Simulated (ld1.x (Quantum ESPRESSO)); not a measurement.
# Varying the TM potential for nickel

Base potential:

```
Element                 : nickel
Generator               : ld1.x (Quantum ESPRESSO) 7.5
Type                    : norm-conserving Troullier–Martins (Kleinman–Bylander form)
Functional              : PBE
Relativity              : scalar-relativistic
Frozen core             : [Ar]
Valence charge          : 10
Reference configuration : 3d8 4s2 4p0
Partial waves           : 4s (bound): rc 1.60 bohr; 3d (bound): rc 1.60 bohr; 4p (bound, empty): rc 3.30 bohr
Local potential         : the p channel
Core correction         : Bessel-smoothed model core, default radius (core density twice the valence density)
```

Cutoffs, loose and tight: the cutoffs (Ry, on a coarse ladder) from which the occupation-weighted sum of valence levels, in a spherical-Bessel basis at the reference potential, stays within 10 and 1 mRy of its value at 400 Ry. They do not see the model core or the augmentation charge, which bear on the density cutoff. Test errors are all-electron minus pseudo excitation energies from the reference, over the configurations 3d8 4s1 4p0; 3d8 4s0 4p0; 3d7 4s0 4p0; 3d7 4s2 4p1; 3d9 4s1 4p0; 3d8.5 4s1.5 4p0; 3d6 4s0 4p0. A dash means not determined; rows that change the core or the reference have their own tests. The largest error is taken over the tests solved by every variant that gives reliable tests at all: 3d6 4s0 4p0; 3d7 4s0 4p0; 3d7 4s2 4p1; 3d8 4s1 4p0.

A true bound ghost makes a file unfit for plane-wave use even where its test errors are small: the radial tests pick states by their node count and pass the ghost by.

```csv
change,outcome,"cutoff, loose","cutoff, tight",bound ghosts,largest test error (meV)
base,generated,110 Ry,200 Ry,s,-2156
wave 4p (bound): rc 3.30 bohr becomes 4p (bound): rc 2.28 bohr,generated,110 Ry,200 Ry,s,-2099
wave 4p (bound): rc 3.30 bohr becomes 4p (bound): rc 2.86 bohr,generated,110 Ry,200 Ry,s,-2124
wave 4p (bound): rc 3.30 bohr becomes 4p (bound): rc 3.74 bohr,generated,110 Ry,200 Ry,s,-2169
wave 4p (bound): rc 3.30 bohr becomes 4p (bound): rc 4.42 bohr,generated,110 Ry,180 Ry,s,-2171
wave 4p (bound): rc 3.30 bohr becomes 4p (bound): rc 4.90 bohr,generated,110 Ry,180 Ry,s,-2175
```

Reading the sweep of the p radius (base included, trends over the rows without a ghost): Bound ghosts are found at 2.28, 2.86, 3.3, 3.74, 4.42, 4.9 bohr. Every judged row has one, so this setting neither creates nor removes them.
